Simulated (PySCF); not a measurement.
## Calculated NMR data

[PySCF 2.14: J couplings at B3LYP/pcJ-1 (spin–dipole term left out of most H,H and C,H couplings); structure optimised with PBE0-D3(BJ)/def2-SVP; shielding tensors at PBE0/pcSseg-1 (GIAO); fast rotation and ring inversion assumed for equivalent nuclei; single conformer; in vacuum; non-relativistic]

Chemical shifts δ = σref − σ; 1H and 13C against TMS, all at this level. Multiplet labels drop J under 1 Hz and among equivalent protons, and merge close values. Unscaled 3J(H,H) run several per cent high. Where no couplings were computed, multiplicities follow the n + 1 count of equivalent neighbours, and m marks all less simple cases (inequivalent or close neighbours, rings, F or P nearby). One-bond C–F couplings are unscaled and too large by tens of Hz. Shifts are as computed. Against solution values, carbons near 30 ppm lie about +2 ppm off and those near 130 ppm about +5 ppm. Of 1309 compounds with measured shifts, 239 miss one by over three times the rms of a fit or turn the order of signals round; such compounds aren't used in these exercises.

Compound 1 (C7H9NSi). 1H NMR (400 MHz, computed): δ 8.67 (d, 2H), 7.21 (d, 2H), 3.55 (m, 1H), 0.87 (m, 2H), 0.85 (m, 2H). 13C{1H} NMR (computed): δ 154.7 (CH), 147.5 (C), 133.6 (CH), -2.0 (CH2). Structure: `c1cc([SiH]2CC2)ccn1`.

Compound 2 (C4H2F4). 1H NMR (400 MHz, computed): δ 5.12 (dq, J = 54.2, 3.9 Hz, 2H). 13C{1H} NMR (computed): δ 119.1 (q, J = 325.7 Hz), 86.6 (dq, J = 19.0, 5.1 Hz), 83.2 (qd, J = 57.6, 10.6 Hz), 70.1 (d, J = 249.4 Hz). Structure: `FCC#CC(F)(F)F`.
